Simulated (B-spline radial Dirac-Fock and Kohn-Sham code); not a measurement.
O⁺ 2s: cross section and angular parameters

System: the O⁺ ion, configuration 1s2 2s2 2p3; threshold 45.18 eV (orbital energy of the model). These are calculated numbers from a radial B-spline solver; the model is Dirac-Hartree-Slater photoionisation with a Latter tail; cross sections with all multipoles, angular parameters from the dipole term and its interference with E2.

For linearly polarised light dσ/dΩ = σ/(4π) [1 + β P₂(cos θ) + (δ + γ cos²θ) sin θ cos φ], with θ from the polarisation vector and φ the angle between the beam and the projection of the electron momentum on the plane normal to the polarisation.

```csv
hν (eV),σ (kb),β,γ
59.8,953,2.000,0.087
78.3,766,2.000,0.010
80,750,2.000,0.005
117,481,2.000,-0.030
128,423,2.000,-0.028
132,404,2.000,-0.027
181,241,2.000,0.003
200,202,2.000,0.017
269,114,2.000,0.074
300,91.4,2.000,0.100
312,84.3,2.000,0.110
346,67.8,2.000,0.137
400,49.6,2.000,0.177
472,?,?,?
599,19.8,2.000,0.301
609,19.1,2.000,0.307
755,11.4,2.000,0.385
763,11.2,2.000,0.389
800,9.95,2.000,0.408
835,8.96,2.000,0.426
1430,2.27,2.000,0.676
1486.9,2.05,2.000,0.696
1550,1.84,2.000,0.718
1830,1.18,2.000,0.810
3140,0.263,2.000,1.160
4000,0.131,2.000,1.350
8047.8,0.0160,2.000,2.016
11500,0.00532,2.000,2.446
11600,0.00518,2.000,2.457
12200,0.00442,2.000,2.525
```

Problem. Give the values at 472 eV.

Solution. σ = 34.3 kb, β = 2.000, γ = 0.225. For an s subshell δ is negligible.
